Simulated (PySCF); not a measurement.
# A small calculation by hand: entropy of an ideal gas

BeClBr, SMILES [Be]([Br])[Cl].

Coordinates come from a r2SCAN-D4/def2-TZVP optimisation.

r2SCAN-D4/def2-TZVP run with PySCF gives the harmonic wavenumbers 224, 224, 315, 1075 cm⁻¹ and the rotational temperature 0.0688 K. The molar mass is 124.37 g/mol, the symmetry number 1, the spin multiplicity 1.

Task: Work out the entropy at 298.15 K and 1 atm in the rigid-rotor, harmonic-oscillator model.

Result: 
Translation (Sackur–Tetrode at 1 atm): S = R[1.5 ln M + 2.5 ln T − 1.16487] = 168.9 J/(mol K).
Rotation: q = T/(σ θ) = 4330, S = R[ln q + 1] = 77.9 J/(mol K).
Vibration: with u = 1.4388 ν/T, each mode gives R[u/(e^u − 1) − ln(1 − e^−u)]:
```json
[
 {"ν (cm⁻¹)": "224", "modes": "2", "u": "1.08", "S (J/(mol K))": "16.12"},
 {"ν (cm⁻¹)": "315", "modes": "1", "u": "1.52", "S (J/(mol K))": "5.59"},
 {"ν (cm⁻¹)": "1075", "modes": "1", "u": "5.19", "S (J/(mol K))": "0.29"}
]
```
These are all the modes. Sum 22.0 J/(mol K).
Spin: R ln 1 = 0.0 J/(mol K).
Total 268.8 J/(mol K); the program's own thermochemistry gives 268.8. Translation makes up 63 % and vibration 8 %. Anharmonicity, hindered rotation and orbital degeneracy are left out.
